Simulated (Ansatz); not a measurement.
Two isomers of C3H5ClSi: A = `C=C=C([SiH3])Cl`, B = `C#C[SiH](C)Cl`.

Calculated with Ansatz (gas phase, PBE0-D4/def2-TZVP geometries, no zero-point term in ΔE). CBS: MP2 limit from def2 TZ/QZ plus the TZ coupled-cluster correction, frozen cores. DFT in def2-TZVPP.

Question: Which isomer does CCSD(T)/CBS put lower? Give the gap. (Estimate.)

Answer: The calculation gave: B, by 225.6 kJ/mol.

Question: Give E(B) − E(A) in kJ/mol with ωB97M-V, HF/def2-TZVPP, PBE0-D4, CCSD(T)/def2-TZVPP, MP2/def2-TZVPP, r2SCAN-D4, CCSD/def2-TZVPP. (Estimate.)

Answer: Ansatz gave: ωB97M-V -217.7, HF/def2-TZVPP -231.7, PBE0-D4 -200.3, CCSD(T)/def2-TZVPP -220.3, MP2/def2-TZVPP -238.0, r2SCAN-D4 -204.9, CCSD/def2-TZVPP -224.6. None reverses the order clearly.

Largest T1 diagnostic: 0.012.

From PBE to PBE0 (25 % exact exchange), in def2-TZVPP and without D4, E(B) − E(A) moves by −14.8 kJ/mol.
